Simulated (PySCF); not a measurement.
CH3Cl2Si, charge +1, multiplicity 1.

```xyz
7

C     -2.0680    -0.5229    -0.0325
Si    -0.3069    -0.0798    -0.0163
Cl     1.1122    -1.4389     0.2401
Cl     0.2992     1.7965    -0.2134
H     -2.4499    -0.4393     1.0035
H     -2.2036    -1.5632    -0.3687
H     -2.6366     0.1779    -0.6649
```
Charge +1, spin multiplicity 1.

Geometry: r2SCAN-D4/def2-SVP. The multiplicity is an assumed one; other spin states were not compared. The isomer is the one that the SMILES or the coordinates give; other isomers of the formula were not compared.

Calculation: HF/pcSseg-1 (PySCF). Non-relativistic, no solvent.

Task: Give the absolute GIAO shielding of each atom: isotropic value and principal components (ppm). (The exact figures need the calculation; the answer reports its results.)

Result: 
| atom | σ(iso) | σ11 | σ22 | σ33 | span |
|---|---|---|---|---|---|
| C1 | 182.3 | 171.5 | 172.1 | 203.4 | 31.9 |
| Si2 | 198.8 | 73.3 | 251.0 | 272.1 | 198.9 |
| Cl3 | 736.2 | 497.0 | 796.6 | 915.0 | 418.0 |
| Cl4 | 737.0 | 498.1 | 797.5 | 915.3 | 417.2 |
| H5 | 29.1 | 24.7 | 25.8 | 36.8 | 12.0 |
| H6 | 29.2 | 24.0 | 26.7 | 37.0 | 13.1 |
| H7 | 29.2 | 24.0 | 26.7 | 37.0 | 13.0 |
